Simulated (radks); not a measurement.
Spherical quantum dot in the effective-mass picture: electrons in a parabolic well V = omega^2 r^2 / 2 with omega = 0.732, all in effective atomic units (hartree* = m*/eps^2 hartree, bohr* = eps/m* bohr), one dielectric constant everywhere. Method: non-relativistic Kohn-Sham, LDA (Slater exchange, Perdew-Wang correlation), spin-polarised, spherical densities; computed with a radial shooting solver with Libxc functionals. Levels are named by radial order and angular momentum (1s, 1p, 1d, 2s, ...), and open shells are averaged over m.

N = 30, configuration 1s2 1p6 1d10 2s2 1f(up 7, down 3). This is the lowest configuration that the search found. Occupied and some empty levels:

level,occupation,eigenvalue (hartree*),<r> (bohr*)
1s up,1,11.083,2.207
1s down,1,11.100,2.171
1p up,3,11.348,2.749
1p down,3,11.373,2.730
1d up,5,11.650,3.110
1d down,5,11.680,3.103
2s up,1,11.723,2.633
2s down,1,11.742,2.653
1f up,7,11.990,3.384
1f down,3,12.021,3.384
2p up,0,12.118,2.923
2p down,0,12.137,2.931
1g up,0,12.364,3.609
1g down,0,12.395,3.614
2d up,0,12.538,3.206
2d down,0,12.558,3.208

Energy (hartree*): total 220.796, kinetic 18.853, external 80.183, Hartree 133.15, exchange-correlation -11.393.

Electron density:

r (bohr*),n(r) (e/bohr*^3)
0.285,0.1517
0.761,0.1301
1.24,0.1092
1.71,0.1074
2.19,0.1217
2.67,0.1305
3.14,0.1136
3.62,0.07369
4.09,0.03366
4.57,0.01039
5.05,0.002127
5.52,0.0002877
6.00,0.00002569
